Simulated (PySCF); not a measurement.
**Ionisation energy of Os⁴⁴⁺ by level of theory**

Os⁴⁴⁺ [Ar] 3d10 4s2 4p2 [4p1/2^2, M_J = 0] → Os⁴⁵⁺ [Ar] 3d10 4s2 4p1 [4p1/2^1, M_J = 1/2], as a difference of total energies. Calculation: PySCF 2.14, in an uncontracted even-tempered set (16 s from 5.8 bohr⁻², ratio 2.8; 13 p from 7.5 bohr⁻², ratio 2.8; 8 d from 13 bohr⁻², ratio 2.8; 4 f from 32 bohr⁻², ratio 3); the two-component X2C-1e Hamiltonian. Correlated levels: [Ne] frozen; the 72 highest virtual spinors dropped. "Screened" scales the spin-orbit matrix elements by Boettger's factors to mimic the two-electron term; Breit and QED terms are absent.

```
                    method  ionisation energy (eV)
           GHF (spin-free)                  2257.3
          GMP2 (spin-free)                  2258.5
 GHF (screened spin-orbit)                  2329.4
GMP2 (screened spin-orbit)                  2331.0
```

Breit and QED terms and the two-electron picture change are absent.

The spin-free rows relax to the high-spin LS determinant and lack the spin-orbit shift.

The labels give the starting determinants; with spin-orbit coupling the two ends relaxed to ⟨J²⟩ = 0.00, ⟨L²⟩ = 1.38, ⟨S²⟩ = 1.38 and ⟨J²⟩ = 0.75, ⟨L²⟩ = 2.06, ⟨S²⟩ = 0.81.

For comparison: 2336 ± 4 eV (theoretical estimate listed by NIST; NIST Atomic Spectra Database, ionization energies).
